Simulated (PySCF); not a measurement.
**Pb2(OH)4 at several levels of theory**

Computed with PySCF 2.14.0 (density fitting, no spin-orbit coupling) at the geometry relaxed with PBE0:

```xyz
10
Pb2(OH)4 (singlet; a saddle point, relaxed within its symmetry)
Pb    0.0252   -0.6296    1.8526
Pb    0.0252   -0.6296   -1.8526
O     0.9306   -1.6399    0.0000
H     1.8916   -1.5267    0.0000
O    -0.8513    0.3972    0.0000
H    -1.5050    1.1055    0.0000
O     1.6901    0.6619    2.0561
H     1.9245    1.1349    1.2491
O     1.6901    0.6619   -2.0561
H     1.9245    1.1349   -1.2491
```

| level | basis | state | HOMO (eV) | gap (eV) | charge on Pb1 (e) | dipole about the centre of mass (D) | largest force component (eV/Å) |
| --- | --- | --- | --- | --- | --- | --- | --- |
| PBE0 | Pb def2-SVP with ECP60, O def2-SVP, H def2-SVP | singlet | -7.19 | 5.95 | 0.79 | 3.63 | 0.02 |
| CAM-B3LYP | the same | singlet | -8.47 | 8.09 | 0.77 | 3.67 | 0.15 |
| PBE0 | Pb def2-TZVP with ECP60, O def2-TZVP, H def2-TZVP | singlet | -7.42 | 5.94 | 0.94 | 4.11 | 0.27 |
| PBE0 | Pb x2c-SVPall, O x2c-SVPall, H x2c-SVPall | singlet | -7.21 | 5.96 | 0.81 | 3.61 | 0.68 |

Charges are Mulliken's, which hang on the basis. The relaxation used the grid (50, 194), these runs (75, 302) or, all-electron (x2c bases, spin-free X2C Hamiltonian), (99, 590).

Task: A further run in the first row's basis gives HOMO (eV) -6.04, gap (eV) 4.35, charge on Pb1 (e) 0.77, dipole about the centre of mass (D) 3.42, largest force component (eV/Å) 0.18. Which level was it?
A. B3LYP
B. r2SCAN
C. TPSSh

Result: B. The others give HOMO -6.94 eV (B3LYP); -6.39 eV (TPSSh).

In the first row's basis the gap widens with exact exchange: 4.3 eV for r2SCAN (none); 4.9 to 5.9 eV for TPSSh, B3LYP, PBE0 (a fixed share); 8.1 eV for CAM-B3LYP (rising or full at long range).
